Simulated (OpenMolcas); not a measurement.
**Ag3+: effect of the active space**

```yaml
Program: OpenMolcas 26.06
Method: XMS-CASPT2, IPEA 0.25 Eh, imaginary shift 0.1 Eh
Basis: ANO-RCC-VTZP
Scalar_Hamiltonian: DKH2, point nucleus
Spin-orbit_coupling: RASSI with atomic mean-field integrals over the reference wave functions, term energies averaged over their components
```

A. 8 electrons in 5 orbitals (4d); 2S+1 = 3 even, 10 roots; 2S+1 = 1 even, 15 roots; closed shells correlated: 4s 4p; CASPT2 step about 3 core-seconds
B. 8 electrons in 10 orbitals (4d 5d); 2S+1 = 3 even, 10 roots; 2S+1 = 1 even, 15 roots; closed shells correlated: 4s 4p; CASPT2 step about 11 core-minutes

Energies in cm⁻¹ above 4d⁸ ³F₄, the measured ground level; measured values from the list in Gamrath, thesis, University of Mons (2023).

```
         Level      A      B  Measured
       4d⁸ ³F₄    0.0    0.0       0.0
       4d⁸ ³F₃   3980   3990      4172
       4d⁸ ³F₂   5660   5680      5830
4d⁸ ³P₂ [56 %]  12040  12140     11872
       4d⁸ ³P₁  16100  16210     15900
       4d⁸ ³P₀  16350  16440     16092
4d⁸ ¹D₂ [53 %]  17250  17480          
       4d⁸ ¹G₄  21030  21230     20570
       4d⁸ ¹S₀  48320  49020     47139
```

Deviations, from unrounded energies. A percentage is the sum of absolute deviations over the sum of measured energies, with the sign that they share, or ± where signs differ.

```
                        Against measurement  Levels     A     B
             mean absolute deviation (cm-1)       7   380   540
      fine structure of the ground term (%)       2  -3.6  -3.3
other terms of the ground configuration (%)       5  +2.0  +3.1
```

A lies closest to measurement on these levels. The largest miss of A in the table is 4d⁸ ¹S₀, by +1200 cm-1. The ranking rests on the paired levels alone, and a cruder setting can come out closer through cancelling errors.

The two smallest mean deviations differ by little beside CASPT2's spread within terms, so their order carries little weight.

Between A and B the level of the table that moves most is 4d⁸ ¹S₀, by 700 cm-1 (lowest in A, highest in B). Moves below CASPT2's spread within the term are not significant.

Term energies are means over components that CASPT2 splits; among the terms shown or strongly mixed into the levels shown the widest spread is 830 cm-1 (4d⁸ ¹G, A). Active for correlation alone: 5d; no level in the range computed is led by a configuration that fills it, so any true level of that kind is missing (holds for B). Computed and measured levels are paired by configuration, term and J; levels that our copy of the source lacks, or whose pairing is in doubt (as where it misses far off the trend of its configuration), stay unpaired and out of the deviations. Only configurations of the active space appear.

A share in square brackets marks a mixed level and gives the weight of the term that names it, the lowest over the columns.
